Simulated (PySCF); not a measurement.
Fractional electron number in Te⁺ (tellurium, charge +1)

The 5p alpha orbital of [Kr] 4d10 5s2 5p3 is emptied in steps (occupation f), with all orbitals relaxed, ending at [Kr] 4d10 5s2 5p2. Computed with PySCF 2.14 in aug-cc-pVDZ-PP with ECP28MDF (5s4p3d, 32 functions), with scalar relativity through the core potential. The exact energy is a straight line in f; departures are measured from the line between the end points of the same method.

| f | UHF (eV) | LDA (eV) | PBE (eV) | PBE0 (eV) | r2SCAN (eV) | LC-wPBE (eV) | BHandHLYP (eV) | wB97X (eV) | B3LYP (eV) | r2SCAN0 (eV) |
| --- | --- | --- | --- | --- | --- | --- | --- | --- | --- | --- |
| 1 | 0.000 | 0.000 | 0.000 | 0.000 | 0.000 | 0.000 | 0.000 | 0.000 | 0.000 | 0.000 |
| 0.8 | 0.075 | -0.696 | -0.677 | -0.490 | -0.638 | -0.062 | -0.317 | -0.107 | -0.541 | -0.465 |
| 0.6 | 0.111 | -1.047 | -1.016 | -0.733 | -0.949 | -0.090 | -0.476 | -0.162 | -0.813 | -0.690 |
| 0.4 | 0.109 | -1.049 | -1.016 | -0.731 | -0.940 | -0.087 | -0.476 | -0.165 | -0.813 | -0.682 |
| 0.2 | 0.072 | -0.700 | -0.676 | -0.486 | -0.621 | -0.056 | -0.318 | -0.113 | -0.542 | -0.449 |
| 0 | 0.000 | 0.000 | 0.000 | 0.000 | 0.000 | 0.000 | 0.000 | 0.000 | 0.000 | 0.000 |

For PBE0, how does the orbital energy at f = 1 compare with the removal energy?

−ε = 15.796 eV against a total-energy difference of 18.859 eV. By Janak's theorem ε = ∂E/∂f, so the gap between them reflects the curvature. Along the path −ε is 17.026 (f = 0.8), 18.256 (f = 0.6), 19.480 (f = 0.4), 20.690 (f = 0.2) eV.

| method | E(f=0) − E(f=1) (eV) | −ε at f=1 (eV) | −ε at f=0.4 (eV) |
| --- | --- | --- | --- |
| UHF | 18.353 | 18.827 | 18.255 |
| LDA | 18.936 | 14.602 | 19.801 |
| PBE | 18.762 | 14.537 | 19.613 |
| PBE0 | 18.859 | 15.796 | 19.480 |
| r2SCAN | 19.009 | 15.000 | 19.840 |
| LC-wPBE | 18.918 | 18.526 | 19.008 |
| BHandHLYP | 18.700 | 16.721 | 19.096 |
| wB97X | 18.566 | 17.905 | 18.687 |
| B3LYP | 18.764 | 15.387 | 19.441 |
| r2SCAN0 | 19.042 | 16.115 | 19.652 |

Reference removal energy between the ground levels: 18.6 ± 0.4 eV (measured; NIST Atomic Spectra Database, ionization energies). The calculation has no spin-orbit coupling. UHF lacks correlation.
